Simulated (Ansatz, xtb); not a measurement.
**Relative energy of two structures of CH2CuN**

We compare X, `C=[N][Cu]`, a singlet, with Y, a singlet given by its coordinates. Both are isolated molecules in the gas phase, relaxed with PBE0-D4/def2-TZVP.

X (Å):

```xyz
5

C     0.0699   -0.5090    0.4290
Cu   -2.0910   -0.6942   -1.2302
N    -0.7443    0.1179   -0.2910
H     0.1071   -1.5947    0.6058
H     0.8527    0.0591    0.9618
```

Y (Å):

```yaml
atoms:
  - { symbol: C, position_ang: [0.0000, 0.0000, -0.3853] }
  - { symbol: Cu, position_ang: [0.0000, 0.0000, 1.4714] }
  - { symbol: N, position_ang: [0.0000, 0.0000, -1.5430] }
  - { symbol: H, position_ang: [0.0000, 0.0000, -2.5403] }
  - { symbol: H, position_ang: [0.0000, 0.0000, 2.9971] }
```

Close contacts (Å): C1–Cu2 1.86, C1–N3 1.16, Cu2–H5 1.53, N3–H4 1.00.

Quicker runs give these differences E(Y) − E(X): GFN2-xTB −37.7 kcal/mol; HF/STO-3G +53.5 kcal/mol (at GFN2-xTB geometries); r2SCAN-D4/def2-SVP −16.2 kcal/mol (at GFN2-xTB geometries).

Problem. Which of the two would you expect CCSD(T)/def2-TZVPP electronic energies to favour?

Solution. Structure Y; the calculation gives E(Y) − E(X) = −10.9 kcal/mol.

How the difference moves with the method:

```
             level           geometry  E(Y) − E(X) (kcal/mol)  departure from the last row (kcal/mol)  job, with rough time for the two
          GFN2-xTB           GFN2-xTB                     −37.7                                   −26.8              optimisation, 0.13 s
         HF/STO-3G           GFN2-xTB                     +53.5                                   +64.4               single point, 1.8 s
r2SCAN-D4/def2-SVP           GFN2-xTB                     −16.2                                    −5.3               single point, 1.9 s
 PBE0-D4/def2-TZVP  PBE0-D4/def2-TZVP                      −6.5                                    +4.4                optimisation, 18 s
     HF/def2-TZVPP  PBE0-D4/def2-TZVP                      −1.5                                    +9.4           part of the CCSD(T) run
    MP2/def2-TZVPP  PBE0-D4/def2-TZVP                     −17.9                                    −7.0           part of the CCSD(T) run
CCSD(T)/def2-TZVPP  PBE0-D4/def2-TZVP                     −10.9                                                        single point, 49 s
```

HF/STO-3G puts the two in the other order. The largest departure from CCSD(T)/def2-TZVPP is that of HF/STO-3G, 64.4 kcal/mol.

With harmonic frequencies from PBE0-D4/def2-TZVP (ideal gas, rigid rotor, one conformer each, 298.15 K, 1 atm): on the last row, ΔE + ΔZPE = −13.9, ΔH = −13.3, ΔG = −12.9 kcal/mol.

The T1 diagnostic of structures X and Y is large, so the coupled-cluster value is less sure. The correlated steps freeze 7 core orbitals; the last core shell of Cu is correlated, in a basis made for valence electrons. Run with Ansatz 0.2.0, xtb 6.7.1; the last row on 2 threads of Arm Neoverse V2 on a shared host.
